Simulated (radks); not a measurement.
Initial-state core-level shifts of the tellurium ion Te+ when its valence configuration changes from [Kr] 4d10 5s2 5p3. Calculated with a radial shooting solver on a logarithmic mesh with Libxc functionals: Dirac Kohn-Sham, PBE, spin-unpolarised, spherical densities, point nucleus; open shells are shared between the two j in proportion to 2j + 1. Shifts are changes of the shell-averaged eigenvalues in eV (positive: less bound).

valence                2s       2p       3s       3p
4d9 5s2 5p4        -9.613   -9.586   -9.159   -9.161
4d8 5s2 5p5       -19.502  -19.446  -18.504  -18.508
4d10 5s1 5p4       -1.428   -1.423   -1.447   -1.446
4d10 5s1.5 5p3.5   -0.720   -0.718   -0.730   -0.729
4d8.5 5s2 5p4.5   -14.523  -14.481  -13.808  -13.811
4d8 5s1 5p6       -20.799  -20.735  -19.819  -19.821
4d8.5 5s1 5p5.5   -15.848  -15.800  -15.151  -15.153
4d9.5 5s1.5 5p4    -5.474   -5.457   -5.266   -5.267
4d10 5p5           -2.810   -2.799   -2.849   -2.847
